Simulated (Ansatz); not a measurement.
Basis sets compared for Zr₄P₄. Charge 0, multiplicity 1. Geometry PBE-D4/def2-SVP. Ansatz on 4 threads of Intel Xeon on a shared host; times are rough, and most runs start from earlier orbitals.

```tsv
atom	x (Å)	y (Å)	z (Å)
Zr1	0.1386	0.8950	1.5065
Zr2	-0.9589	-1.7647	1.2909
Zr3	0.8257	-1.0650	-1.0276
Zr4	-1.8879	0.2647	-0.5640
P5	2.1814	0.7875	0.0656
P6	-1.1011	2.5687	-0.0158
P7	0.3380	-3.2500	-0.0609
P8	0.4642	1.5637	-1.1948
```

In the def2 sets Zr takes a core potential; there is no spin–orbit coupling. The restricted singlet is unstable towards broken spin symmetry in Hartree–Fock (as tested in another run); at PBE-D4/def2-SVP, PBE-D4/def2-TZVP, PBE0-D4/def2-SVP, PBE0-D4/def2-TZVP this wasn't settled. No other spin state of charge 0 was run. Another isomer (singlet) lies 2.73 eV lower at PBE0-D4/def2-TZVP; other spin states weren't run for this one.

Binding counts from free atoms (Zr triplet, P quartet) in the same basis, without a counterpoise term.

```tsv
level	functions	energy (Eh)	HOMO (eV)	LUMO (eV)	binding per atom (eV)	wall time
PBE-D4/def2-SVP	196	-1552.7322	-3.82	-3.40	–	10 s
PBE0-D4/def2-SVP	196	-1552.6918	-4.49	-2.82	3.83	21 s
```

(1) Estimate the rows for PBE-D4/def2-TZVP (with forces), PBE0-D4/def2-TZVP.

Answers

(1) 
```json
{"level": "PBE-D4/def2-TZVP (with forces)", "functions": "308", "energy (Eh)": "-1553.2548", "HOMO (eV)": "-3.77", "LUMO (eV)": "-3.35", "binding per atom (eV)": "–", "wall time": "22 s"}
{"level": "PBE0-D4/def2-TZVP", "functions": "308", "energy (Eh)": "-1553.2114", "HOMO (eV)": "-4.42", "LUMO (eV)": "-2.75", "binding per atom (eV)": "3.88", "wall time": "53 s"}
```
